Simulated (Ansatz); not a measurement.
The same path of Cl2H2O2Sn + H2 (9 atoms, charge 0, multiplicity 1) was run 3 times with different band settings. Lost on the way: Sn1–O2, H8–H9. Made: Sn1–H8, O2–H9.

Method: Ansatz, RKS PBE/def2-SVP.

Relaxed end points:

```xyz
9
Properties=species:S:1:pos:R:3
Sn -0.169 -0.476 -0.225
O -0.033 0.094 1.677
H -0.864 0.541 1.940
O 1.692 -0.455 -0.914
H 1.790 -1.165 -1.581
Cl -1.583 1.018 -1.379
Cl -1.050 -2.654 -0.437
H 1.304 2.844 2.695
H 1.092 2.151 2.433
```

```xyz
9
Properties=species:S:1:pos:R:3
Sn -0.053 0.586 -0.111
O 0.854 0.086 2.175
H 0.297 -0.711 2.322
O 1.644 -0.368 -0.543
H 1.595 -0.553 -1.504
Cl -0.895 0.877 -2.334
Cl -1.688 -0.913 0.817
H -0.082 2.170 0.557
H 0.509 0.723 2.831
```

Common settings: optimiser quadratic models (default); start path through a guess of the saddle point; force threshold 0.05 eV/Å; iteration limit 60; end points relaxed.

| run | movable images | climbing image | spring |
| --- | --- | --- | --- |
| 1 | 5 | yes | 5.0 eV/Å² |
| 2 | 5 | yes | 0.1 eV/Å² |
| 3 | 4 | no | 5.0 eV/Å² |

Problem. What does each run give, and how far can it be trusted?

Solution. Run 1: converged after 24 iterations, highest image 0.972 eV above the first end. The profile has 2 maxima (images 3, 5) with wells between them (image 4): this band takes more than one step, which may be the mechanism or a detour left from its start path. Neighbouring images differ by up to 1.4 eV, so the band resolves the path poorly. A vibrational analysis at the climbing image gives one clearly imaginary mode, 1201i cm⁻¹: a first-order saddle point.
Run 2: converged after 20 iterations, highest image 0.972 eV above the first end. The profile has 2 maxima (images 3, 5) with wells between them (image 4): this band takes more than one step, which may be the mechanism or a detour left from its start path. Neighbouring images differ by up to 1.3 eV, so the band resolves the path poorly. Another band between the same ends (5 images) ends at a top of the same energy, where a vibrational analysis finds 1 clearly imaginary mode.
Run 3: converged after 14 iterations, highest image 0.127 eV above the first end. No image climbed, so the highest image needn't sit at the top of the path. A band with more images between the same ends climbed to 0.97 eV, so this one has probably stepped over the top.
The orbitals stay closed-shell, which can raise the energy where a bond breaks towards radicals; this wasn't checked here.
